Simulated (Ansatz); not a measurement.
Reaction (atomization): `C[CH2][InH][Cl]` → 2 C• + Cl• + 6 H• + In•

Program: Ansatz. Geometries: PBE0-D4/def2-TZVP. ΔE: electronic, gas phase. CCSD(T)/CBS adds triple-zeta CCSD(T) − MP2 to the extrapolated MP2 energy (def2 sets, frozen cores). This one scheme is used for every species, atoms too. For atomizations the MP2-based limit and the directly extrapolated one differ by several kJ/mol either way, and by 10 to 25 for some Ge, Se and Sn compounds, so smaller differences from it don't rank the levels. DFT in def2-TZVPP. Open shells (•) are unrestricted, without spin–orbit coupling. Spin–orbit coupling would lower the free atoms: a little for C, Cl; strongly for In. Elements past krypton have def2 core potentials. Bonds to In are less sure, by a few kJ/mol each and by 10 to 20 or more in all where they break to atoms, as the def2 sets lack core-valence functions. One conformer a species, not always the lowest.

CCSD(T)/CBS gives +34.52 eV.

(1) Another level gave +33.90 eV. Which?
A. BLYP-D4/def2-TZVPP
B. BLYP/def2-TZVPP
C. CAM-B3LYP/def2-TZVPP
D. CCSD(T)/def2-TZVPP

Largest T1 diagnostic among the species: 0.015.

Answers

(1) A. BLYP-D4 33.90, CAM-B3LYP 34.24, CCSD(T)/def2-TZVPP 33.73, BLYP 33.46 eV.

In def2-TZVPP, CCSD(T) changes the Hartree–Fock value by +7.85 eV (the triples alone add +0.44 eV) and MP2 by +8.05 eV; breaking electron pairs costs correlation energy, which Hartree–Fock lacks. From PBE to PBE0 (25 % exact exchange), in def2-TZVPP and without D4, ΔE moves by −0.24 eV: exact exchange takes away binding that semilocal exchange gives to molecules.
